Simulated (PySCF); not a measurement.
Match each property card to its molecule.

Structures:
1. `C([C@H](CF)F)#C`
2. `FC1=C[C@@H](O[SiH3])C=C1`
3. `C#[O+]`
4. `FC[C@@H]1O[Si@H](F)O[SiH2]1`

Card P (geometry GFN2-xTB):
- Rotational constants A, B, C: 5.383, 0.859, 0.784 GHz
- Static isotropic polarisability (PBE0/def2-SVPD): 84.0 au
- HOMO energy (PBE0/def2-SVPD): -6.78 eV
- Point group: C1
- Lowest singlet excitation (TDDFT PBE0/def2-SVPD): 4.56 eV (272 nm, f = 0.038)

Card Q (geometry GFN2-xTB):
* Rotational constant B (linear): 45.796 GHz
* Static isotropic polarisability (wB97X-D/def2-SVPD): 9.4 au
* Isotropic shieldings of nuclei other than C and H, by class (GIAO PBE0/pcSseg-1): -38 (1 O) ppm
* Largest of the computed one-bond spin–spin couplings (means over like bonds) (B3LYP/pcJ-1): 13C–1H +391.9, 17O–13C -10.9 Hz
* 13C chemical shifts (computed TMS as zero) by class (GIAO PBE0/pcSseg-1): 140.9 (1 C) ppm
* Lowest triplet excitation (Tamm–Dancoff) (TDA wB97X-D/def2-SVPD): 8.14 eV
* Point group: C∞v

Card R (geometry GFN2-xTB):
* Rotational constants A, B, C: 2.553, 1.009, 0.832 GHz
* Static isotropic polarisability (wB97X-D/def2-SVPD): 72.4 au
* Lowest singlet excitation (TDDFT wB97X-D/def2-SVPD): 7.19 eV (172 nm, f = 0.018)
* Isotropic shieldings of nuclei other than C and H, by class (GIAO PBE0/pcSseg-1): 269 (1 O), 281 (1 O), 310 (1 F), 430 (1 F), 363 (1 Si), 391 (1 Si) ppm
* Point group: C1
* 13C chemical shifts (computed TMS as zero) by class (GIAO PBE0/pcSseg-1): 87.3 (1 C), 67.2 (1 C) ppm
* Strongest line among the 8 lowest singlet transitions (TDDFT wB97X-D/def2-SVPD): S7 at 8.72 eV (142 nm, f = 0.020)

Card S (geometry GFN2-xTB):
* Rotational constants A, B, C: 6.769, 2.240, 1.788 GHz
* Static isotropic polarisability (CAM-B3LYP/def2-SVPD): 47.9 au
* 13C chemical shifts (computed TMS as zero) by class (GIAO PBE0/pcSseg-1): 92.6 (1 C), 87.3 (1 C), 87.2 (1 C), 81.5 (1 C) ppm
* HOMO energy (CAM-B3LYP/def2-SVPD): -9.95 eV
* Largest of the computed one-bond spin–spin couplings (means over like bonds) (B3LYP/pcJ-1, spin–dipole term left out for some pairs): 13C–1H +266.9, 19F–13C -237.5, 19F–13C -232.5, 13C–13C +199.7, 13C–1H +163.9, 13C–1H +160.9, 13C–1H +156.3, 13C–13C +84.6 Hz
* Lowest singlet excitation (TDDFT CAM-B3LYP/def2-SVPD): 6.33 eV (196 nm, f = 0.000)

All species are isolated and taken at one optimised geometry, non-relativistic unless stated; the electronic structure was computed with PySCF and density fitting. NMR classes are plain means over equivalent atoms (diastereotopic ones count apart unless rotation or inversion swaps them), as if these changed places fast.

Question: Which card belongs to which structure?

Answer: P = 2, Q = 3, R = 4, S = 1. What ties each card to its structure:
- 1 (card S), C4H4F2, monoisotopic mass 90.0 u, 6 heavy atoms: 4 C in 4 classes; the least shielded carbon (92.6 ppm) is an sp3 C–F carbon; an asymmetric top with C = 1.788 GHz; polarisability 47.9 au for 46 electrons.
- 2 (card P), C5H7FOSi, monoisotopic mass 130.0 u, 8 heavy atoms: an asymmetric top with C = 0.784 GHz, the lowest such constant on the cards; polarisability 84.0 au for 68 electrons.
- 3 (card Q), [CHO]+, monoisotopic mass 29.0 u, 2 heavy atoms: 1 C in 1 class; point group C∞v; a linear rotor with B = 45.796 GHz, the highest such constant on the cards; polarisability 9.4 au for 14 electrons.
- 4 (card R), C2H6F2O2Si2, monoisotopic mass 156.0 u, 8 heavy atoms: 2 C in 2 classes; the least shielded carbon (87.3 ppm) is an sp3 C–F carbon; an asymmetric top with C = 0.832 GHz; polarisability 72.4 au for 80 electrons.
